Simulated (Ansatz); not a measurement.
Geometry optimisation, RHF/6-31G* (Ansatz).

Input:

```yaml
crystal:
  periodic: [false, false, false]
  atoms:
    - { symbol: Si, position_ang: [0.0, 0.0, 0.0] }
    - { symbol: H, position_ang: [0.0, 0.0, 1.81] }
    - { symbol: O, position_ang: [1.5842, 0.0, -0.5594] }
    - { symbol: H, position_ang: [1.9006, -0.9521, -0.6761] }
    - { symbol: O, position_ang: [-0.7913, 1.3709, -0.5594] }
    - { symbol: H, position_ang: [-1.7491, 1.1401, -0.7818] }
    - { symbol: O, position_ang: [-0.7913, -1.3709, -0.5594] }
    - { symbol: H, position_ang: [-1.2459, -1.8365, 0.2129] }
    - { symbol: O, position_ang: [1.0384, 1.566, 0.6243] }
    - { symbol: H, position_ang: [1.8153, 1.2522, 1.1883] }
    - { symbol: H, position_ang: [0.5308, 0.8005, 1.7351] }
basis:
  gaussian: { orbitals: "6-31G*" }
hamiltonian:
  xc: hf
relax:
  f_tol: 0.15
  max_steps: 25
  restrain:
    - { distance: [0, 8], at: 2.88, k: 30.0 }
    - { distance: [10, 1], at: 1.86, k: 30.0 }
    - { distance: [0, 1], at: 1.46, k: 30.0 }
    - { distance: [10, 8], at: 1.01, k: 30.0 }
```

Command:

```bash
$ ansatz run input.yaml --threads 1 --pin off --max-ram 2048MiB --backend cpu --events-out ev --progress --plain --runs-dir out
```

Q: Where does it end, and by what steps?

A: The run converged. The restraints hold the end off the free minimum. After 14 steps the energy has fallen by 6.307 eV (the restraints' own energy left out); O9 moved furthest, 0.91 Å. Parted: Si1–O9 (1.98 → 2.89 Å). Joined: O9–H11 (1.44 → 0.97 Å).

```csv
step,energy less start (eV),largest force component (eV/Å),accepted
0,0.0000,7.854,yes
1,-2.1746,7.494,yes
2,-3.9463,5.670,yes
3,-4.9888,5.346,yes
4,-5.6972,2.748,yes
5,-6.0332,2.042,yes
6,-6.1489,1.301,yes
7,-6.1841,0.975,yes
8,-6.2307,1.249,yes
9,-6.2398,1.234,yes
10,-6.2425,1.207,yes
11,-6.2627,1.185,yes
12,-6.2979,1.112,yes
13,-6.2879,1.008,no
14,-6.3075,1.056,yes
```

```xyz
11
Properties=species:S:1:pos:R:3
Si -0.206 -0.142 0.090
H -0.271 0.025 1.539
O 1.374 -0.453 -0.227
H 1.616 -0.531 -1.140
O -0.767 1.086 -0.816
H -1.616 0.948 -1.213
O -1.176 -1.395 -0.349
H -1.080 -2.225 0.096
O 1.341 1.915 1.408
H 2.060 1.464 0.982
H 1.016 1.279 2.063
```

Run time: 18 s on 1 thread of Intel(R) Xeon(R) 6975P-C (Granite Rapids) (shared host), peak memory 0.18 GiB.
